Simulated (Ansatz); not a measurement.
Ge3S6. Total charge 0; triplet. Geometry r2SCAN-D4/def2-SVP, that of the neutral singlet; atoms count from 1.

```xyz
9

Ge   -0.687   -0.974   -1.835
Ge   -0.981   -0.440    1.906
Ge    1.668    1.414   -0.071
S     0.690    1.013    1.875
S     3.218    2.715   -0.134
S    -1.889   -0.848    3.668
S    -1.327   -1.871   -3.533
S     1.001    0.455   -1.952
S    -1.693   -1.464    0.076
```

At PBE0-D4/def2-TZVP a singlet of charge 0 lies 2.96 eV below the triplet at the same geometry. Another isomer (singlet) lies 0.11 eV lower at PBE0-D4/def2-TZVP; other spin states weren't run for this one.

(1) Estimate the Mulliken populations from the PBE0/def2-TZVP orbitals of Ansatz.

(2) Where does the spin sit?

(3) And the Mayer bond orders between bonded heavy atoms (over 0.3)?

## Answers

(1) 
```
atom  charge (e)  spin (α − β)
 Ge1        0.52          0.04
 Ge2        0.35          0.73
 Ge3        0.52          0.04
  S4       -0.24          0.01
  S5       -0.30          0.09
  S6       -0.08          0.96
  S7       -0.30          0.09
  S8       -0.23          0.02
  S9       -0.24          0.01
```
Mulliken values and Mayer orders depend strongly on the basis.

(2) Summed by element: Ge 0.82, S 1.18, of 2 unpaired in all. Largest on single atoms: S6 0.96, Ge2 0.73, S7 0.09.

(3) Ge1–S7 1.91 (2.02 Å); Ge1–S8 1.00 (2.21 Å); Ge1–S9 1.07 (2.21 Å); Ge2–S4 0.98 (2.21 Å); Ge2–S6 1.28 (2.02 Å); Ge2–S9 0.98 (2.21 Å); Ge3–S4 1.06 (2.21 Å); Ge3–S5 1.91 (2.02 Å); Ge3–S8 1.00 (2.21 Å).
